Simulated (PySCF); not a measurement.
## Electron correlation in Sb⁺ (antimony, charge +1)

[Kr] 4d10 5s2 5p1 6s1, high-spin 3P determinant (an excited configuration). Calculation: PySCF 2.14, in aug-cc-pVQZ-PP with ECP28MDF (7s7p5d3f2g, 92 functions); a scalar-relativistic core potential. Frozen: 4s2 4p6 4d10; 4 electrons correlated.

```csv
level,correlation energy (mhartree)
CCSD,-59.00
(T),-1.86
CCSD(T),-60.86
```

Diagnostics: T1 = 0.017, D1 = 0.0426, largest double amplitude 0.087.

Is a single reference adequate?

Mostly. T1 lies below 0.03, but a double amplitude of this size points to a near-degeneracy that CCSD handles and MP2 describes poorly.
